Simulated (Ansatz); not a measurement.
The cluster Ta₂Te₄. Charge 0, multiplicity 1. Geometry r2SCAN-D4/def2-SVP; atoms count from 1.

```xyz
6

Ta    0.9622   -1.3567    0.8221
Ta    0.5364   -1.0248   -1.4507
Te   -1.5024    0.6741   -1.7685
Te   -0.7404    0.0802    2.2989
Te    2.9255   -0.1389   -0.5685
Te   -2.1812    1.7662    0.6666
```

In the def2 sets Ta, Te take a core potential; there is no spin–orbit coupling. The restricted singlet is unstable towards broken spin symmetry in Hartree–Fock (as tested in another run); at PBE0-D4/def2-TZVP this wasn't settled. Another isomer (triplet) lies 1.87 eV lower at PBE0-D4/def2-TZVP; other spin states weren't run for this one.

Q: Estimate the Mulliken populations from the PBE0/def2-TZVP orbitals of Ansatz.

A: 
```
atom  charge (e)  d electrons
 Ta1        0.38         3.53
 Ta2        0.38         3.53
 Te3       -0.21            –
 Te4       -0.21            –
 Te5       -0.32            –
 Te6       -0.03            –
```
Mulliken values depend strongly on the basis.

Q: And the Mayer bond orders between heavy atoms (over 0.3)?

A: Ta1–Ta2 2.80 (2.34 Å); Ta1–Te4 1.28 (2.67 Å); Ta1–Te5 1.22 (2.70 Å); Ta2–Te3 1.28 (2.67 Å); Ta2–Te5 1.22 (2.70 Å); Te3–Te6 1.02 (2.75 Å); Te4–Te6 1.02 (2.75 Å).
